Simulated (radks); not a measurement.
Species: Hg32+. Configuration: [Kr] 4d10 4f2.

Method: Dirac Kohn-Sham, PBE, spin-unpolarised, spherical densities, point nucleus; open shells are shared between the two j in proportion to 2j + 1; computed with a radial shooting solver on a logarithmic mesh with Libxc functionals.

Energy parts (eV):
| part | energy |
|---|---|
| total | -520660.47 |
| kinetic | 603192.55 |
| electron-nucleus | -1254918.74 |
| Hartree | 139921.77 |
| exchange-correlation | -8856.06 |

Orbitals (lengths in bohr, moments of r in powers of bohr; <r^-3> diverges for s and p1/2):
| orbital | occ. | eigenvalue (eV) | <1/r> | <r^-3> |
|---|---|---|---|---|
| 1s1/2 | 2 | -84238.17 | 97.68 | - |
| 2s1/2 | 2 | -15901.29 | 24.04 | - |
| 2p1/2 | 2 | -15300.43 | 23.98 | - |
| 2p3/2 | 4 | -13353.44 | 19.41 | 21420 |
| 3s1/2 | 2 | -4682.815 | 8.857 | - |
| 3p1/2 | 2 | -4414.898 | 8.761 | - |
| 3p3/2 | 4 | -3979.780 | 7.576 | 5061 |
| 3d3/2 | 4 | -3539.551 | 7.461 | 882.0 |
| 3d5/2 | 6 | -3446.463 | 7.193 | 728.5 |
| 4s1/2 | 2 | -1859.660 | 3.987 | - |
| 4p1/2 | 2 | -1743.615 | 3.898 | - |
| 4p3/2 | 4 | -1620.752 | 3.501 | 1458 |
| 4d3/2 | 4 | -1432.601 | 3.359 | 243.0 |
| 4d5/2 | 6 | -1407.598 | 3.270 | 198.3 |
| 4f5/2 | 0.857143 | -1175.481 | 3.059 | 49.46 |
| 4f7/2 | 1.14286 | -1168.751 | 3.027 | 47.39 |

The highest occupied level is 4f7/2 at -1168.8 eV. Summed over all electrons, <r^2> = 4.217 bohr^2, which gives a Langevin (diamagnetic) susceptibility term of -3.34 x 10^-6 cm^3/mol. The density falls to 0.001 e/bohr^3 at r = 1.14 bohr. For comparison, the ionisation energy in NIST's Atomic Spectra Database is 1220 eV (theoretical). In exact Kohn-Sham theory the highest level is minus the ionisation energy, but local and semilocal functionals leave it too shallow, through self-interaction and a potential that decays too fast; potentials with the right tail come closer.

Beside tabulated values, note that spin-unpolarised runs miss the spin-polarisation part of the exchange energy of open shells.
